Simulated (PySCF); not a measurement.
## Worked example: chemical shift, span and skew from a shielding tensor

diethyl sulfide (C4H10S), SMILES CCSCC. Atoms are numbered in the order given.

```xyz
15

C      2.5449    -0.0751    -0.2630
C      1.1031     0.2889    -0.5652
S      0.0491    -0.1602     0.8443
C     -1.5608     0.4453     0.2682
C     -2.1867    -0.3685    -0.8497
H      2.9082     0.4528     0.6318
H      3.1970     0.1945    -1.1076
H      2.6512    -1.1559    -0.0835
H      1.0043     1.3720    -0.7490
H      0.7574    -0.2366    -1.4698
H     -1.4556     1.5059    -0.0160
H     -2.1967     0.4241     1.1672
H     -2.2983    -1.4212    -0.5510
H     -1.5742    -0.3421    -1.7638
H     -3.1823     0.0265    -1.1089
```

Geometry: PBE0-D3(BJ)/def2-SVP. One conformer was computed; it need not be the lowest.

GIAO shieldings from B3LYP/pcSseg-1 in PySCF, non-relativistic, no solvent. The symmetric part of the tensor of C1 has the principal values 153.6, 157.7, 181.9 ppm. The same nucleus in TMS has σ = 181.3 ppm at this level (PySCF, at its B3LYP-D3(BJ)/def2-TZVP geometry).

Problem. Work out the isotropic shielding, the ¹³C shift against TMS, the span and the skew.

Solution. 
σ(iso) = (σ11 + σ22 + σ33)/3 = 164.4 ppm. δ = σ(ref) − σ(iso) = 181.3 − (164.4) = 16.9 ppm.
Span Ω = σ33 − σ11 = 28.3 ppm. Skew κ = 3(σ(iso) − σ22)/Ω = 0.71. Tumbling in solution averages the tensor to δ; in a static solid the shielding alone would spread this spin-1/2 line over Ω.
